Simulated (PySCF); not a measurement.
CH8OSi3, SMILES O=C[SiH2][SiH2][SiH3], singlet at its GFN2-xTB optimised geometry (Å):

```
13

O      2.1659    -0.4916    -0.3293
C      1.5425    -1.4748     0.0000
Si    -0.3751    -1.4748     0.0000
Si    -0.7319     0.8131     0.0000
Si     0.6664     1.8396    -1.5441
H      2.1057    -2.3787     0.3111
H     -0.7088    -2.1867    -1.2415
H     -0.7500    -2.4085     1.0692
H     -2.1659     1.0697    -0.2254
H     -0.5191     1.3023     1.3750
H      1.0352     0.9044    -2.6080
H      1.8697     2.4085    -0.9470
H     -0.0321     2.9507    -2.2105
```

Level of theory: PBE0/def2-TZVP (PySCF).

Map of the electrostatic potential (hartree/e), clipped to [-0.08, 0.12] on the plane z = 0.6 Å:

```
|22222222222222222222222222222|
|22222222222222222222222222222|
|22222222222222222222222222222|
|22222222222222222222222211122|
|22222222222333322222221111111|
|22222222233333333222221111111|
|22222222234444333222211111111|
|22222222345676543322111111111|
|22222223469999754322111111111|
|22222234699999985322111111111|
|22222345899999996422111011111|
|22222346999999998431100000111|
|22222346999999998421100000011|
|22222235999999997432110000001|
|22222234799999997533442000001|
|22222334589999998666874100001|
|22223334589999999999995100011|
|22223334699999999999995210111|
|22233345799999999999997311111|
|22233344799999999999998422111|
|22233334699999999999999532222|
|22223334479999999999999743222|
|22222333459999997789999743222|
|22222233346999765569999643222|
|22222222334455444455776433222|
|22222222233333344444444333222|
|22222222222333333333333333222|
|22222222222233333333333333222|
|22222222222223333333333332222|
```
Scale: ten equal steps from -0.038 (start of '0') to 0.120 (end of '9'), in the order '0123456789'; x runs from -4.50 to 4.50, y from -4.50 (bottom) to 4.50 (top).
